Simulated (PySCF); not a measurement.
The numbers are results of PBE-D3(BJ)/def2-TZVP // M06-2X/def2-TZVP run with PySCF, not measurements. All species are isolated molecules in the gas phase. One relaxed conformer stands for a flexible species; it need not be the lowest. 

Reference species (SMILES): `B` (neutral, multiplicity 1).

```yaml
HOMO–LUMO gap: 5.44 eV
HOMO: -8.49 eV
LUMO: -3.04 eV
```

Changed species: `C(#N)CB` (X = cyanomethyl; the reference has X = H).

Question: Give the shifts of the HOMO–LUMO gap, HOMO and LUMO.

Answer: the HOMO–LUMO gap falls by 0.71 eV, to 4.73 eV; the HOMO goes up by 0.50 eV, to -7.99 eV; the LUMO falls by 0.21 eV, to -3.25 eV.
